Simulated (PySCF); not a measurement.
## B5H7N5(+)

B5H7N5(+) is a small molecule, charge +1, singlet. The structure was relaxed in the gas phase by PBE0-D3(BJ)/def2-SVP. No frequency run checks that it is a minimum.

SMILES: [B]1NBN2BNBNB2N1 (charge +1)

Coordinates in Å:
```
N1     -2.870    0.203    0.260
B2     -1.704    1.095   -0.015
N3     -0.399    0.521   -0.056
B4      0.726    1.433   -0.332
N5      2.028    0.894   -0.379
B6      2.338   -0.483   -0.175
N7      1.231   -1.367    0.094
B8     -0.082   -0.885    0.150
N9     -1.250   -1.795    0.428
B10    -2.328   -1.009    0.409
H11    -3.816    0.564    0.304
H12    -1.945    2.255   -0.186
H13     0.506    2.600   -0.508
H14     2.795    1.530   -0.569
H15     3.460   -0.906   -0.221
H16     1.443   -2.347    0.240
H17    -1.149   -2.792    0.580
```

Shieldings: GIAO PBE0/pcSseg-1. Shifts are against computed references at the same level: H TMS (σ 31.27 ppm). Core levels by delta-SCF with SCAN, pcX-2 on the ionised atom and pcseg-1 elsewhere, spin-free X2C; from the vacuum level, for chosen atoms.

Task: Give the shieldings and core levels atom by atom.

Result: 
```
atoms  bonded to  σ (ppm)  δ (ppm)  core level (eV)
   N1  2 B + 1 H    169.2        -        1s 410.92
   B2  2 N + 1 H     60.9        -        1s 201.32
   N3        3 B    106.2        -        1s 409.16
   B4  2 N + 1 H     66.5        -                -
   N5  2 B + 1 H    113.9        -                -
   B6  2 N + 1 H     70.4        -                -
   N7  2 B + 1 H    134.8        -                -
   B8        3 N     73.6        -                -
   N9  2 B + 1 H    184.1        -        1s 410.92
  B10        2 N     63.1        -                -
  H11        1 N    25.57     5.69                -
  H12        1 B    25.33     5.94                -
  H13        1 B    25.82     5.44                -
  H14        1 N    24.47     6.80                -
  H15        1 B    26.07     5.20                -
  H16        1 N    25.65     5.62                -
  H17        1 N    26.49     4.78                -
```

Values are those of this one static structure; atoms that internal rotation interchanges would show their mean in an NMR spectrum.

The core-hole state of B2 is spin-contaminated (⟨S²⟩ 0.83 against 0.75 for a pure doublet), so that value and differences from it are less sure.

Core levels of B10 are left out, their hole states being strongly spin-contaminated.

Task: Which of N1, N3, N9 holds its core electrons tightest, and by how much against the loosest?

Result: N9 (bonded to 2 B + 1 H), by 1.76 eV over N3 (bonded to 3 B).

Task: By CAM-B3LYP/def2-SVPD (TDDFT singlets, Tamm-Dancoff triplets, ionisation by delta-SCF), where does absorption start, and what does vertical ionisation take?

Result: The first singlet with intensity lies at 5.43 eV (f 0.002); what lies below it is dark. The lowest singlet lies at 4.80 eV (f 0.000), the strongest of the first 6 at 7.18 eV (f 0.041), the lowest triplet at 4.69 eV; vertical ionisation takes 14.26 eV.
